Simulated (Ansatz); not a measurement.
A structure relaxed at PBE-D4/def2-SVP in Ansatz, charge 0, singlet:

```xyz
8

Sn    0.6221    2.2540    0.2881
Sn    1.9327   -1.3165   -0.2974
Sn   -1.1706   -0.7412    1.9063
Sn   -1.3861   -0.1971   -1.8978
Se   -0.6484   -2.3509   -0.3009
Se    1.4432    0.2061    1.9801
Se   -2.0157    1.3737    0.3078
Se    1.2228    0.7719   -1.9862
```

Problem. Give its formula and point group.

Solution. the cluster Sn₄Se₄. Point group Td (tolerance 0.1 Å).

Problem. Summarise the bond lengths by kind (pairs closer than 1.2 times the sum of covalent radii, bridged metal pairs left out).

Solution. 12 × Se–Sn 2.78 Å.

In the def2 sets Sn takes a core potential; there is no spin–orbit coupling. The structure comes from a short search, and lower isomers may exist.
